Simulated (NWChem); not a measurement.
Molecule: AlSiNH$_{6}$O$_{2}$; SMILES N[SiH2][Al]([OH])[OH]

```xyz
11

Si    -0.7063     1.4796     0.0189
N      0.5987     2.6470    -0.0331
Al    -0.0120    -0.8662     0.0020
O     -1.1778    -2.1104    -0.0097
O      1.6678    -1.1785     0.0023
H     -1.5086     1.7586     1.2548
H     -1.5971     1.7532    -1.1557
H      1.1551     2.6554    -0.8833
H      1.2315     2.6434     0.7620
H     -1.0701    -3.0617    -0.0143
H      2.1248    -2.0203    -0.0042
```
Atoms are numbered in this order, from 1.

Geometry: optimised at PBE0/def2-SVP.

**Question.** Give the principal values of the shielding tensors (ppm) of Si1, N2, Al3, O4, O5 from B3LYP/6-311G** (spherical d), GIAO (NWChem), with their diamagnetic and paramagnetic parts as GIAO splits them.

**Answer.** 
```json
[
 {"atom": "Si1", "σ11": "331.0", "σ22": "372.5", "σ33": "496.2", "isotropic": "399.9", "diamagnetic": "880.9", "paramagnetic": "-481.0"},
 {"atom": "N2", "σ11": "234.1", "σ22": "249.6", "σ33": "322.1", "isotropic": "268.6", "diamagnetic": "316.8", "paramagnetic": "-48.1"},
 {"atom": "Al3", "σ11": "406.6", "σ22": "426.5", "σ33": "494.8", "isotropic": "442.7", "diamagnetic": "796.9", "paramagnetic": "-354.2"},
 {"atom": "O4", "σ11": "227.4", "σ22": "286.2", "σ33": "351.9", "isotropic": "288.5", "diamagnetic": "388.5", "paramagnetic": "-100.1"},
 {"atom": "O5", "σ11": "219.9", "σ22": "290.0", "σ33": "344.7", "isotropic": "284.9", "diamagnetic": "388.4", "paramagnetic": "-103.5"}
]
```
